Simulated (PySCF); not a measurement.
# Pb(II) with different ligands

Computed with PySCF 2.14.0, PBE0, def2-SVP on the ligands, density fitting, scalar-relativistic core potentials, no spin-orbit coupling, vacuum. The metal has def2-SVP with ECP60. Each complex is relaxed within the symmetry of a template of the same shape. Distances are means of the shortest metal–ligand contacts, charges and spins Mulliken's; removal energies are rigid, with the ligand's formal charge and no counterpoise, so too large; for an anion taken off a cation in vacuum most of it is the attraction of opposite charges, and multiply charged cations can part far more cheaply with an electron moved from ligand to metal.

```
      complex  point group  M–first ligand (Å)  charge on M (e)  HOMO–LUMO gap (eV)  removal of one first-named ligand (eV)  strongest infrared band, degenerate modes summed (cm⁻¹)    unstable modes (below −25 cm⁻¹)
[PbCl3(H2O)]−           Cs               2.580             0.48                5.78                                    3.48                                                     1646  0 (lowest -23 cm⁻¹, within noise)
[PbCl3(NH3)]−           Cs               2.614             0.58                6.17                                    3.36                                                      250                                  0
 [PbH3(H2O)]−           Cs               1.872            -0.32                6.09                                    4.50                                                     1492                                  0
 [PbI3(H2O)]−           Cs               2.983             0.50                4.78                                    2.35                                                      520                                  0
```

Task: What does the calculation give for [PbF3(H2O)]−?

Result: point group: Cs, M–first ligand (Å): 2.104, charge on M (e): 0.67, HOMO–LUMO gap (eV): 6.92, removal of one first-named ligand (eV): 4.96, strongest infrared band, degenerate modes summed (cm⁻¹): 1658, unstable modes (below −25 cm⁻¹): 0.
```xyz
7

Pb    0.1095    0.0240   -0.0240
F     1.4154    0.7243    1.4674
F    -1.0546   -1.2172    1.2172
F     1.4154   -1.4674   -0.7243
O    -2.0522    2.0968   -2.0968
H    -1.7237    2.2510   -1.2023
H    -1.7237    1.2023   -2.2510
```

Members with unstable modes aren't minima as they stand: saddle points kept by symmetry or, where the modes are soft, flat surfaces and noise. Moved off a saddle point of the template and relaxed again: [PbCl3(NH3)]−. One start shape was tried for each, so a minimum needn't be the lowest isomer.
